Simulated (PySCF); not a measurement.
HSi, SMILES [SiH] (connectivity only; charge and spin as stated), neutral, multiplicity 2.

Geometry optimised at r2SCAN-D4/def2-TZVPD.

Method: PBE0/def2-TZVPD (PySCF).

Isolated molecule, no solvent.

```json
{
  "total_energy": "-289.86430 hartree",
  "point_group": "C∞v",
  "α spin, highest occupied and lowest empty level": "-5.53 and -3.27 eV",
  "β spin, highest occupied and lowest empty level": "-7.54 and -2.93 eV",
  "dipole_moment": "0.14 D",
  "⟨S²⟩": "0.758 (pure state 0.75)"
}
```
